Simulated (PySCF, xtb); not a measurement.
Sb(H)(OH)2 (H₃O₂Sb), SMILES [OH][SbH][OH]. Other conformers were not sampled.

Harmonic wavenumbers (cm⁻¹) from xtb with GFN2-xTB at its own minimum, in rising order: 183, 200, 338, 469, 484, 611, 636, 857, 881, 1611, 3617, 3658.

Question: What does PBE0-D3(BJ)/def2-TZVP run with PySCF give at its own minimum? (Estimate from the structure and the level; the computed values follow.)

Answer: 194, 288, 325, 607, 624, 660, 690, 900, 924, 1922, 3870, 3883. Paired by order, the mean absolute difference is 114 cm⁻¹ and the zero-point energies are 19.4 and 21.3 kcal/mol.
